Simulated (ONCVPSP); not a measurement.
Building the ONCV potential for Ga (Z = 31) (LDA (Perdew-Wang 92), scalar-relativistic).

* Element: gallium
* Generator: ONCVPSP 4.0.1
* Type: optimised norm-conserving Vanderbilt (ONCV)
* Functional: LDA (Perdew-Wang 92)
* Relativity: scalar-relativistic
* Frozen core: [Ar] 3d10
* Valence charge: 3
* Reference configuration: 4s2 (charge +1)
* Partial waves: 4s: rc 1.90 bohr, ncon 4, nbas 7, qcut 3 1/bohr, 1 projector; p scattering state at 0.04 Ha: rc 1.55 bohr, ncon 4, nbas 8, qcut 5.7 1/bohr, 1 projector
* Local potential: polynomial inside 1.35 bohr (lpopt 5, dvloc0 0 Ha)
* Core correction: Teter function, fcfact 3.25, rcfact 1.75

In the p channel the program set the typed energies aside and used 0.050 Ha.

All-electron outer shells of the reference configuration (LDA (PZ), scalar-relativistic, ld1.x):

```csv
shell,level (eV),outermost node (bohr),outermost maximum (bohr)
3d,-27.75,–,0.53
4s,-16.66,0.81,1.85
```

(1) Estimate the cutoffs (Ha) at which the residual kinetic energy of the hardest occupied pseudo-wave falls to 1 and 0.1 mHa per electron.

(2) Does the potential have ghost states?

(3) Tests: 4s2 4p1; 4s1; 4s2 4p0.5; 4s1 4p1. Which has the largest error in its energy relative to the reference configuration, and how large is it?

Results:

(1) 24 Ha and 32 Ha.

(2) Ghosts flagged at negative energy: s at -3.8 eV; no localised positive-energy state flagged. A true bound ghost makes a file unfit for plane-wave use.

(3) 4s1, with -155 meV (all-electron minus pseudo) on +21.50 eV.
